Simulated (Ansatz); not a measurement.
Calculated with Ansatz (gas phase, PBE0-D4/def2-TZVP geometries, no zero-point term in ΔE). CBS: MP2 limit from def2 TZ/QZ plus the TZ coupled-cluster correction, frozen cores. This one scheme is used for every species, atoms too. DFT in def2-TZVPP. B3LYP here is the variant with VWN-RPA as its local correlation; programs differ in this. No spin–orbit coupling; open shells (•) take unrestricted orbitals. def2 core potentials past Kr. Bonds to Sn are less sure, by a few kJ/mol each and by 10 to 20 or more in all where they break to atoms, as the def2 sets lack core-valence functions.

Consider the hydrogen abstraction from the Sn–H bond: `C[S][SnH3]` + H• → `C[S][SnH2]`• + H₂.

| level | ΔE (kJ/mol) |
| --- | --- |
| B3LYP-D4 | -151.5 |
| B2PLYP | -140.6 |

**Question.** What does CCSD(T)/CBS give? (Estimate.)

**Answer.** Computed: -131.2 kJ/mol. The listed levels differ from it by -20.3, -9.4 kJ/mol.

**Question.** What do rigid-rotor, harmonic-oscillator terms from PBE0-D4/def2-TZVP frequencies (298.15 K, 1 bar) make of the CCSD(T)/CBS value? (An estimate is asked.)

**Answer.** Computed: ΔZPE = +5.4 kJ/mol, ΔH = -124.1 kJ/mol, ΔS = 15 J/(mol·K), ΔG = -128.7 kJ/mol. Open shells count their whole term as degenerate.

Largest T1 diagnostic among the species: 0.016.

From BLYP to BHLYP (50 % exact exchange), in def2-TZVPP and without D4, ΔE moves by +23.8 kJ/mol. In def2-TZVPP, CCSD(T) changes the Hartree–Fock value by −26.9 kJ/mol (the triples alone add +0.0 kJ/mol) and MP2 by −15.8 kJ/mol.
